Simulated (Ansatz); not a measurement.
Program: Ansatz. Geometries: PBE0-D4/def2-TZVP. ΔE: electronic, gas phase. CCSD(T)/CBS adds triple-zeta CCSD(T) − MP2 to the extrapolated MP2 energy (def2 sets, frozen cores). DFT in def2-TZVPP. For Se outer-core shells are correlated without core-valence functions, which leaves a few kJ/mol of doubt a bond. Scalar relativity is left out up to krypton. Each species was taken in one conformer, which may not be the lowest.

Consider the formal exchange of groups at the Si–Cl bond: `B[Se][SiH2]Cl` + `CC1=C(F)C1` → `B[Se][SiH2]F` + `CC1=C(Cl)C1`.

| level | ΔE (kJ/mol) |
| --- | --- |
| PBE-D4 | -63.2 |
| r2SCAN-D4 | -69.3 |
| ωB97X-V | -66.9 |
| ωB97M-V | -67.1 |
| B2PLYP | -75.5 |
| PBE | -63.6 |
| CCSD(T)/def2-TZVPP | -74.6 |
| CCSD/CBS(def2) | -76.0 |

(1) What does CCSD(T)/CBS give? (Estimate.)

Largest T1 diagnostic among the species: 0.013.

Answers

(1) Ansatz gave: -76.2 kJ/mol. The listed levels differ from it by 13.0, 6.9, 9.3, 9.1, 0.7, 12.6, 1.6, 0.2 kJ/mol.

In def2-TZVPP, CCSD(T) changes the Hartree–Fock value by −3.8 kJ/mol (the triples alone add −0.3 kJ/mol) and MP2 by −10.8 kJ/mol.
